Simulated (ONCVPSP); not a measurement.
## What the settings do to the ONCV potential of hydrogen

Base potential:

H, optimised norm-conserving Vanderbilt (ONCV), made with ONCVPSP 4.0.1 (PBE, scalar-relativistic). Core none, reference 1s0.5 (charge +0.5). Waves: 1s: rc 1.20 bohr, ncon 4, nbas 8, qcut 5.2 1/bohr, 2 projectors, debl 3.6 Ha; p scattering state at 0.13 Ha: rc 1.25 bohr, ncon 4, nbas 8, qcut 7.5 1/bohr, 2 projectors, debl 2 Ha. Local part: polynomial inside 0.95 bohr (lpopt 5, dvloc0 0 Ha). Core correction: none.

All-electron outer shells of the reference configuration (PBE, scalar-relativistic, ld1.x):

| shell | level (eV) | outermost node (bohr) | outermost maximum (bohr) |
| --- | --- | --- | --- |
| 1s | -12.68 | – | 0.94 |

Cutoffs, loose and tight: the cutoffs (Ha) at which the residual kinetic energy of the hardest occupied pseudo-wave falls to 1 and 0.1 mHa per electron. They do not see the model core or the augmentation charge, which bear on the density cutoff. Test errors are all-electron minus pseudo excitation energies from the reference, over the configurations 1s1. A dash means not determined; rows that change the core or the reference have their own tests.

```csv
change,outcome,"cutoff, loose","cutoff, tight",bound ghosts,GHOST(+) flags above zero
base,generated,14 Ha,85 Ha,none,none
"s: rc 0.8; local potential polynomial inside 0.80 bohr (lpopt 5, dvloc0 0 Ha)",generated,40 Ha,231 Ha,none,none
"s: rc 0.94; local potential polynomial inside 0.94 bohr (lpopt 5, dvloc0 0 Ha)",generated,21 Ha,166 Ha,none,none
s: rc 1.04,generated,17 Ha,132 Ha,none,none
s: rc 1.14,generated,15 Ha,105 Ha,none,none
s: rc 1.22,generated,13 Ha,71 Ha,none,none
s: rc 1.36,generated,12 Ha,40 Ha,none,none
s: rc 1.44,generated,11 Ha,23 Ha,none,none
s: rc 1.56,generated,10 Ha,14 Ha,none,none
s: rc 1.66,generated,9.6 Ha,13 Ha,none,none
s: rc 1.74,generated,9.2 Ha,12 Ha,none,none
```

Reading the sweep of the s radius (base included, trends over the rows without a ghost): The loose cutoff falls from 40 Ha at 0.8 to 9.2 Ha at 1.74 bohr. A larger radius leaves more room for a smooth pseudo-wave, so fewer plane waves are needed; a smaller one forces it to follow the all-electron wave where it bends sharply.
